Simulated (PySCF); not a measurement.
H₅O₄Si, SMILES O[Si](O)(O)[OH2+], charge +1. Atoms are numbered in the order given.

```xyz
10

O      0.4280    -0.3394     1.5929
Si     0.1979    -0.0566     0.0314
O      0.0566    -1.2809    -1.0047
O      0.9002     1.3023    -0.4578
O     -1.5678     0.4011    -0.1502
H      0.2523    -1.1743     2.0420
H      0.7797    -1.7200    -1.4669
H      1.5944     1.7486     0.0421
H     -1.8626     1.3228    -0.0451
H     -2.0704    -0.0492    -0.8537
```
Charge +1, spin multiplicity 1.

The structure is a stationary point at PBE0-D3(BJ)/def2-SVP. The isomer is the one that the SMILES or the coordinates give; other isomers of the formula were not compared. One conformer was computed; it need not be the lowest.

Level of theory: PBE/pcSseg-1 run with PySCF.

GIAO shieldings, no solvent; atoms listed in one row are averaged. δ = σ(ref) − σ: ¹⁷O against H2O (σ = 334.3 ppm); ²⁹Si against TMS (σ = 335.4 ppm); ¹H against TMS (σ = 31.49 ppm), references at their B3LYP-D3(BJ)/def2-TZVP geometries, non-relativistic.

Computed chemical shifts:
```csv
nucleus,atoms,count,δ (ppm)
¹⁷O,O1,1,65.7
¹⁷O,O5,1,64.1
¹⁷O,O3,1,56.8
¹⁷O,O4,1,55.2
²⁹Si,Si2,1,-80.5
¹H,H10,1,5.70
¹H,H9,1,5.31
¹H,H6,1,4.31
¹H,H8,1,4.18
¹H,H7,1,4.11
```
